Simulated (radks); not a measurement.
Results of a calculation; reference values are marked as such.
Q: Species: Nb13+. Configuration: [Ar] 3d10. Level of theory: non-relativistic Kohn-Sham, LB94 model potential, spin-polarised, spherical densities, point nucleus; relativity is left out, which matters for an element this heavy (a radial shooting solver on a logarithmic mesh with Libxc functionals). Some entries of the table are withheld. Estimate them.

orbital  occ.  eigenvalue (hartree)  <1/r> (bohr^-1)
1s          2             -689.2723            40.53
2s          2             -104.2497            9.126
2p          6                   (1)            9.136
3s          2             -25.76069              (2)
3p          6             -22.91134              (3)
3d         10             -17.70111            2.912

A: 
(1) 2p eigenvalue (hartree): -96.83377
(2) 3s <1/r> (bohr^-1): 3.149
(3) 3p <1/r> (bohr^-1): 3.069
